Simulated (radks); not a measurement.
Question: The lead ion Pb24+, 58 electrons, occupied as [Kr] 4d10 4f12 (the NIST ground configuration). Method: non-relativistic Kohn-Sham, LB94 model potential, spin-polarised, spherical densities, point nucleus; open shells are filled with parallel spins first (spin-orbit coupling, left out, can overturn this in heavy ions); relativity is left out, which matters for an element this heavy; computed with a radial shooting solver on a logarithmic mesh with Libxc functionals. Some entries of the table are withheld. Estimate them.

| orbital | occ. | eigenvalue (hartree) | <r^2> (bohr^2) |
|---|---|---|---|
| 1s down | 1 | -2935.477 | 0.0004544 |
| 1s up | 1 | -2935.477 | 0.0004544 |
| 2s down | 1 | -515.5287 | 0.007038 |
| 2s up | 1 | -515.5254 | 0.007038 |
| 2p down | 3 | -497.6820 | 0.005181 |
| 2p up | 3 | -497.6795 | 0.005181 |
| 3s up | 1 | -141.4630 | 0.04312 |
| 3s down | 1 | -141.4429 | 0.04309 |
| 3p up | 3 | -132.9030 | 0.03957 |
| 3p down | 3 | -132.8869 | 0.03954 |
| 3d up | 5 | -116.8874 | 0.03030 |
| 3d down | 5 | -116.8804 | 0.03028 |
| 4s up | 1 | -49.10988 | (1) |
| 4s down | 1 | -49.01761 | (2) |
| 4p up | 3 | -45.32300 | 0.2010 |
| 4p down | 3 | -45.23088 | 0.2012 |
| 4d up | 5 | -38.32965 | 0.2032 |
| 4d down | 5 | -38.23780 | 0.2035 |
| 4f up | 7 | (3) | 0.1980 |
| 4f down | 5 | (4) | 0.1983 |

Answer: 
(1) 4s up <r^2> (bohr^2): 0.1986
(2) 4s down <r^2> (bohr^2): 0.1988
(3) 4f up eigenvalue (hartree): -28.86551
(4) 4f down eigenvalue (hartree): -28.77887
